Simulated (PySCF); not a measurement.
## Correlation energy of F²⁺ (fluorine, charge +2)

[He] 2s2 2p3, high-spin 4S determinant. All numbers are calculated (PySCF 2.14, no relativity, point nucleus, in aug-cc-pVDZ (4s3p2d, 23 functions)). Frozen: 1s2; 5 electrons correlated.

MP2 pair energies summed by pair of shells (mhartree):

```
 pair  energy  share (%)
2s-2p  -47.76       67.8
2p-2p  -15.60       22.2
2s-2s   -7.05       10.0
```

Total MP2 correlation energy: -70.41 mhartree.

Same-spin part -17.94 and opposite-spin part -52.48 mhartree; SCS-MP2 scales them by 1/3 and 6/5 to -68.95 mhartree.

| level | correlation energy (mhartree) |
| --- | --- |
| CCSD | -84.90 |
| (T) | -0.51 |
| CCSD(T) | -85.41 |

Diagnostics: T1 = 0.0031, D1 = 0.0044, largest double amplitude 0.027.

Cost of the coupled-cluster step: 0.14 s of wall time on 1 thread of Neoverse-V1 (shared host), for 5 correlated electrons.

Iterations:

```
CC2 = 0
CCSD nocc = (np.int64(4), np.int64(1)), nmo = (22, 22)
frozen orbitals [[0], [0]]
max_cycle = 100
direct = 0
conv_tol = 1e-08
conv_tol_normt = 1e-06
diis_space = 8
diis_start_cycle = 0
Init t2, MP2 energy = -0.0704132037735361
Init E_corr(UCCSD) = -0.0704132037745867
cycle = 1  E_corr(UCCSD) = -0.0817289984389042  dE = -0.0113157947  norm(t1,t2) = 0.0215769
cycle = 2  E_corr(UCCSD) = -0.0840306935802162  dE = -0.00230169514  norm(t1,t2) = 0.0065151
cycle = 3  E_corr(UCCSD) = -0.0849289092974915  dE = -0.000898215717  norm(t1,t2) = 0.00233472
cycle = 4  E_corr(UCCSD) = -0.0848960766738042  dE = 3.28326237e-05  norm(t1,t2) = 0.000282774
cycle = 5  E_corr(UCCSD) = -0.0848998341683981  dE = -3.75749459e-06  norm(t1,t2) = 5.85507e-05
cycle = 6  E_corr(UCCSD) = -0.0848997726106988  dE = 6.15576994e-08  norm(t1,t2) = 3.41824e-06
cycle = 7  E_corr(UCCSD) = -0.0848998204406757  dE = -4.7829977e-08  norm(t1,t2) = 2.69033e-07
cycle = 8  E_corr(UCCSD) = -0.0848998191820857  dE = 1.25859009e-09  norm(t1,t2) = 5.0497e-08
UCCSD converged
E(UCCSD) = -97.66088032430821  E_corr = -0.08489981918208565
UCCSD(T) correction = -0.000512088924037517
```
